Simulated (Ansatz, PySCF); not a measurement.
Ge(F)(Br)2(NH2) (Br2FGeH2N), SMILES [F][Ge]([Br])([Br])[NH2]. Atoms are numbered in the order given.

```xyz
7

N      2.1547    -0.3887     0.5070
Ge     0.3707    -0.1931     0.4375
F     -0.2720    -0.6186     1.9816
Br    -0.1139     1.9899     0.0198
Br    -0.7330    -1.5573    -1.0328
H      2.4946    -1.3456     0.4553
H      2.6694     0.2093    -0.1335
```
Charge 0, spin multiplicity 1.

The structure is a stationary point at PBE0-D3(BJ)/def2-SVP. The values are those of a single conformer.

Two levels are set side by side: PBE-D3(BJ)/def2-SVP (Ansatz, an electronic-structure program) and PBE0-D3(BJ)/def2-SVP (Ansatz). Each level has its own optimised geometry; the coordinates shown are those of the second. Frequencies come from the Hessian of PySCF at each geometry. Differences are taken from unrounded values.

| quantity | PBE0-D3(BJ) |
|---|---|
| mean bond length (Å) | 1.687 |
| bond N1–Ge2 (Å) | 1.796 |
| bond Ge2–F3 (Å) | 1.726 |
| bond Ge2–Br4 (Å) | 2.275 |
| bond Ge2–Br5 (Å) | 2.289 |
| bond N1–H6 (Å) | 1.017 |
| bond N1–H7 (Å) | 1.016 |
| highest harmonic wavenumber (cm⁻¹) | 3689 |
| mean harmonic wavenumber (cm⁻¹) | 884 |
| zero-point energy (kcal/mol) | 18.96 |

Q: What does PBE-D3(BJ) give, and how far is it from PBE0-D3(BJ)? (Estimate from the structure and the level; the computed values follow.)

A: 
```csv
quantity,PBE-D3(BJ),PBE-D3(BJ) minus PBE0-D3(BJ)
mean bond length (Å),1.707,0.020
bond N1–Ge2 (Å),1.823,0.027
bond Ge2–F3 (Å),1.746,0.020
bond Ge2–Br4 (Å),2.299,0.024
bond Ge2–Br5 (Å),2.317,0.028
bond N1–H6 (Å),1.028,0.011
bond N1–H7 (Å),1.027,0.011
highest harmonic wavenumber (cm⁻¹),3540,-149
mean harmonic wavenumber (cm⁻¹),854,-30
zero-point energy (kcal/mol),18.32,-0.64
```

Exact exchange shortens and stiffens bonds; PBE has none. Differences between two approximate levels are no errors against the true value.
